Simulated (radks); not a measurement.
Values are calculated unless marked as measured or tabulated.
Task: Mo17+, configuration [Ar] 3d7. Code: a radial shooting solver on a logarithmic mesh with Libxc functionals. Model: Dirac Kohn-Sham, BLYP, spin-unpolarised, spherical densities, finite nucleus; open shells fill j = l - 1/2 first; Fermi nuclear charge, rms radius 4.4091 fm. Some entries of the table are withheld. Estimate them.

orbital,occ.,eigenvalue (eV),r(max) (bohr)
1s1/2,2,-20326.43,0.02287
2s1/2,2,-3300.848,0.1296
2p1/2,2,(1),0.1008
2p3/2,4,(2),0.1046
3s1/2,2,-929.0941,0.3759
3p1/2,2,(3),0.3615
3p3/2,4,(4),0.3700
3d3/2,4,-681.7961,(5)
3d5/2,3,-677.8500,(6)

Result: 
(1) 2p1/2 eigenvalue (eV): -3079.359
(2) 2p3/2 eigenvalue (eV): -2972.301
(3) 3p1/2 eigenvalue (eV): -845.4471
(4) 3p3/2 eigenvalue (eV): -825.8639
(5) 3d3/2 r(max) (bohr): 0.3061
(6) 3d5/2 r(max) (bohr): 0.3085
